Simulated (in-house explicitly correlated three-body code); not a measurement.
Computed with an exponentially correlated three-body code. Model: two electrons around a point charge, non-relativistic, variational in 260 exponentially correlated functions (energies converged to about 1e-7 hartree, or 1e-8 relative for large Z).

Command:
```bash
python run_hyl.py task.json out
```
Settings (lengths in bohr, energies in hartree):
```
Z                      14
screening              1.4
interaction_strength   1
functions              260
states_tried           13
```

Cost of the run: 2.5 min on 1 thread of Arm Neoverse N1 (shared host).

**Those bound S and P states to n = 4 that converged, binding against the one-electron ion.**

Given: nuclear charge 14; Yukawa screening of all interactions 1.4 1/bohr.

Computed: one-electron threshold -79.783374 hartree.

```csv
term,energy (hartree),binding (eV)
1 1S,-152.299704,1973.3
2 3S,?,?
2 1S,-87.7288786,216.21
2 3P,-87.1097414,199.36
2 1P,-86.800835,190.95
3 3S,?,?
3 1S,-80.1471468,9.8988
3 3P,-79.8803819,2.6397
3 1P,-79.8570452,2.0047
```

(1) What belongs in the row 2 3S?

(2) What belongs in the row 3 3S?

**Converged states only, values per electron or pair (inverse distances are <exp(-kr)/r>).**

```tsv
term	mean r (bohr)	mean r squared (bohr²)	mean inverse r (1/bohr)	mean r12 (bohr)	mean inverse r12 (1/bohr)	mean cosine	mean p1 dot p2 (bohr⁻²)	delta r1 (bohr⁻³)	delta r12 (bohr⁻³)
1 1S	0.11111	0.016555	12.296	0.16321	7.1132	-0.0093882	1.7031	821.25	92.878
2 3S	0.29836	0.14835	7.2924	0.5054	1.3422	-0.0027053	0.097822	470.27	-
2 1S	?	?	?	?	?	?	?	?	?
2 3P	?	?	?	?	?	?	?	?	-
2 1P	0.27142	0.1233	7.2412	0.44342	1.9535	0.049376	10.472	431.37	3.8452
3 3S	0.88182	1.6303	6.4345	1.6601	0.1938	-0.0003423	0.011067	435.32	-
3 1S	0.91397	1.7642	6.4269	1.7238	0.22637	-0.00049717	0.014185	434.99	1.5264
3 3P	1.0412	2.511	6.3961	1.9786	0.17107	-0.0043962	-0.75843	430.74	-
3 1P	1.1013	2.8745	6.3888	2.0977	0.17771	0.0032752	0.70801	430.86	0.31009
```

(3) What belongs in the row 2 1S?

(4) What belongs in the row 2 3P?

**Electric-dipole lines between converged S and P states, rate of the upper state's decay.**

```json
{"s state": "1 1S", "p state": "2 1P", "p minus s (eV)": "1782.3", "oscillator strength from s": "0.6368", "rate (1/s)": "2.9259e+13"}
{"s state": "1 1S", "p state": "3 1P", "p minus s (eV)": "?", "oscillator strength from s": "?", "rate (1/s)": "?"}
{"s state": "2 1S", "p state": "2 1P", "p minus s (eV)": "?", "oscillator strength from s": "?", "rate (1/s)": "?"}
{"s state": "2 1S", "p state": "3 1P", "p minus s (eV)": "214.2", "oscillator strength from s": "0.10521", "rate (1/s)": "6.9823e+10"}
{"s state": "3 1S", "p state": "2 1P", "p minus s (eV)": "-181.06", "oscillator strength from s": "-0.03383", "rate (1/s)": "4.8122e+10"}
{"s state": "3 1S", "p state": "3 1P", "p minus s (eV)": "7.8941", "oscillator strength from s": "0.62876", "rate (1/s)": "5.6673e+08"}
{"s state": "2 3S", "p state": "2 3P", "p minus s (eV)": "29.204", "oscillator strength from s": "0.13876", "rate (1/s)": "1.7117e+09"}
{"s state": "2 3S", "p state": "3 3P", "p minus s (eV)": "225.93", "oscillator strength from s": "0.10687", "rate (1/s)": "7.8896e+10"}
{"s state": "3 3S", "p state": "2 3P", "p minus s (eV)": "-188.17", "oscillator strength from s": "-0.035864", "rate (1/s)": "5.5102e+10"}
{"s state": "3 3S", "p state": "3 3P", "p minus s (eV)": "8.5508", "oscillator strength from s": "0.62857", "rate (1/s)": "6.6475e+08"}
```

(5) What belongs in the row 1 1S 3 1P?

(6) What belongs in the row 2 1S 2 1P?

**Static dipole response.**

| state | polarisability (bohr³) |
| --- | --- |
| 1 1S | 0.00027247 |
| 2 3S | 0.12557 |

Answers

(1) energy (hartree): -88.1829828; binding (eV): 228.56.

(2) energy (hartree): -80.1946187; binding (eV): 11.191.

(3) mean r (bohr): 0.30509; mean r squared (bohr²): 0.15636; mean inverse r (1/bohr): 7.268; mean r12 (bohr): 0.51384; mean inverse r12 (1/bohr): 1.7326; mean cosine: -0.004239; mean p1 dot p2 (bohr⁻²): 0.12525; delta r1 (bohr⁻³): 468.38; delta r12 (bohr⁻³): 13.963.

(4) mean r (bohr): 0.26611; mean r squared (bohr²): 0.11781; mean inverse r (1/bohr): 7.2604; mean r12 (bohr): 0.44748; mean inverse r12 (1/bohr): 1.7178; mean cosine: -0.062144; mean p1 dot p2 (bohr⁻²): -10.874; delta r1 (bohr⁻³): 428.99.

(5) p minus s (eV): 1971.3; oscillator strength from s: 0.038311; rate (1/s): 2.1533e+12.

(6) p minus s (eV): 25.253; oscillator strength from s: 0.12591; rate (1/s): 1.1614e+09.
